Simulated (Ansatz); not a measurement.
CH9BGeSi, SMILES `C[BH][GeH2][SiH3]`, relaxed with RKS PBE-D4/def2-SVP in Ansatz from a rough embedded geometry. The force threshold is 0.03 eV/Å; the program also tests the step.

The species carries charge 0 and has multiplicity 1.

Start:

```xyz
13

C    -1.866    0.839   -1.050
B    -0.682    1.053   -0.086
Ge    0.974   -0.002   -0.383
Si    1.434   -1.397    1.408
H    -1.626    1.137   -2.092
H    -2.264   -0.174   -1.064
H    -2.731    1.521   -0.753
H    -0.735    1.769    0.793
H     2.226    0.980   -0.629
H     0.845   -0.896   -1.655
H     0.270   -2.235    1.651
H     1.579   -0.495    2.622
H     2.576   -2.099    1.237
```

Problem. By how much does the energy fall, and how many steps does the optimiser take? (Best estimate.)

Solution. Computed: 61.22 kJ/mol, in 13 steps, 1 of them rejected.

Problem. Which bonds change most? (Estimate.)

Solution. Computed: Si4–H13 from 1.351 to 1.506 Å; Ge3–Si4 from 2.317 to 2.410 Å; B2–H8 from 1.135 to 1.221 Å; B2–Ge3 from 1.986 to 2.060 Å.

Problem. Give the relaxed structure. (Estimate.)

Solution. Ansatz gave: 
```xyz
13

C    -1.954    0.747   -0.899
B    -0.585    1.179   -0.290
Ge    1.137    0.072   -0.514
Si    1.290   -1.348    1.428
H    -2.036    1.390   -1.814
H    -2.036   -0.301   -1.245
H    -2.834    1.022   -0.281
H    -0.511    2.211    0.357
H     2.456    0.895   -0.560
H     1.125   -0.888   -1.742
H     0.065   -2.220    1.527
H     1.382   -0.520    2.682
H     2.503   -2.238    1.350
```
